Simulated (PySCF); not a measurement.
pent-4-yn-2-one (C5H6O), SMILES C#CCC(C)=O.

The structure is a stationary point at r2SCAN-D4/def2-SVP. Other conformers were not sampled.

Method: TDA-LC-ωPBE/def2-SVPD in PySCF 2.14.0.

Vertical excitations. 

Problem. Give excitation energies, oscillator strengths and character. (The exact figures need the calculation; the answer reports its results.)

Solution. 
```tsv
state	energy (eV)	λ (nm)	f	main pairs
S1	4.51	275	0.000	HOMO→LUMO 80 %, HOMO−2→LUMO 13 %
S2	6.50	191	0.000	HOMO−1→LUMO+2 48 %, HOMO−1→LUMO+5 14 %, HOMO−2→LUMO+4 8 %
S3	6.85	181	0.004	HOMO−1→LUMO+4 25 %, HOMO→LUMO+2 18 %, HOMO−2→LUMO+2 16 %, HOMO−1→LUMO+3 9 %
S4	6.88	180	0.002	HOMO−2→LUMO+4 23 %, HOMO→LUMO+4 20 %, HOMO−1→LUMO+2 13 %, HOMO→LUMO+3 8 %
S5	7.78	159	0.008	HOMO→LUMO+1 72 %
S6	8.10	153	0.015	HOMO−1→LUMO 85 %
S7	8.27	150	0.002	HOMO−2→LUMO 65 %, HOMO→LUMO 10 %
S8	8.34	149	0.048	HOMO−1→LUMO+1 74 %
S9	8.53	145	0.070	HOMO−2→LUMO+1 42 %, HOMO→LUMO+3 20 %, HOMO→LUMO+6 11 %
S10	8.80	141	0.222	HOMO→LUMO+2 58 %, HOMO−2→LUMO+2 9 %
T1	3.89	319	0	HOMO→LUMO 79 %, HOMO−2→LUMO 13 %
T2	5.15	241	0	HOMO−1→LUMO+4 24 %, HOMO−2→LUMO+2 22 %, HOMO→LUMO+2 14 %, HOMO−1→LUMO+3 10 %
T3	5.71	217	0	HOMO−1→LUMO+2 38 %, HOMO−2→LUMO+4 12 %, HOMO−1→LUMO+5 10 %, HOMO→LUMO+4 8 %
T4	5.73	216	0	HOMO−1→LUMO+4 31 %, HOMO−2→LUMO+2 16 %, HOMO−1→LUMO+3 12 %, HOMO→LUMO+2 11 %
```
Triplets are in the Tamm–Dancoff approximation.
